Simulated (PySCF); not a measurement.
Species: C₄H₃BCl₂.
Bonds: C1–C2 (double), C2–C3, C3–C4 (triple), C4–B5, B5–Cl6, B5–Cl7. Hydrogens: H8, H9 on C1; H10 on C2.

Computed by this run: PBE0-D3(BJ)/def2-SVP geometry optimisation, gas phase (PySCF 2.14.0); density fitting, grid level 1; the optimiser is geomeTRIC in internal coordinates, started from a GFN2-xTB structure with every atom displaced at random (about 0.01 Å).

At the end of the run (lengths in Å): C1=C2 1.343, C4–B5 1.505, C3≡C4 1.224, B5–Cl6 1.752, C2–C3 1.418, B5–Cl7 1.752, C1–H8 1.093, C3–C4–B5 179.4°, C2–C3–C4 179.0°, C1–C2–C3 123.5°, C4–B5–Cl6 120.6°.

Question: These geometries were met on the way; a selection of coordinates is given. Order them by energy above the end point, lowest first.
A. C1=C2 1.297, C4–B5 1.462, C3≡C4 1.266, B5–Cl6 1.719, C2–C3 1.392, B5–Cl7 1.732, C1–H8 1.108, C3–C4–B5 178.5°, C2–C3–C4 178.8°, C1–C2–C3 122.5°, C4–B5–Cl6 120.7°
B. C1=C2 1.344, C4–B5 1.505, C3≡C4 1.223, B5–Cl6 1.748, C2–C3 1.417, B5–Cl7 1.755, C1–H8 1.093, C3–C4–B5 179.6°, C2–C3–C4 178.4°, C1–C2–C3 123.4°, C4–B5–Cl6 120.4°
C. C1=C2 1.347, C4–B5 1.506, C3≡C4 1.226, B5–Cl6 1.765, C2–C3 1.417, B5–Cl7 1.746, C1–H8 1.094, C3–C4–B5 167.2°, C2–C3–C4 167.4°, C1–C2–C3 120.6°, C4–B5–Cl6 118.7°
D. C1=C2 1.339, C4–B5 1.506, C3≡C4 1.226, B5–Cl6 1.747, C2–C3 1.421, B5–Cl7 1.754, C1–H8 1.093, C3–C4–B5 173.9°, C2–C3–C4 176.4°, C1–C2–C3 123.4°, C4–B5–Cl6 121.7°

Answer: B (0.001 eV), D (0.020 eV), C (0.089 eV), A (0.239 eV).

| step | E above end (eV) | rms distance from the end, all atoms (Å) | largest force (eV/Å) | rms shift of all bonds from the end (Å) |
| --- | --- | --- | --- | --- |
| 5 | 0.001 | 0.022 | 0.143 | 0.002 |
| 3 | 0.020 | 0.037 | 0.458 | 0.003 |
| 1 | 0.089 | 0.115 | 0.676 | 0.005 |
| 0 | 0.239 | 0.046 | 5.222 | 0.030 |

Rows stand in the order of the answer.
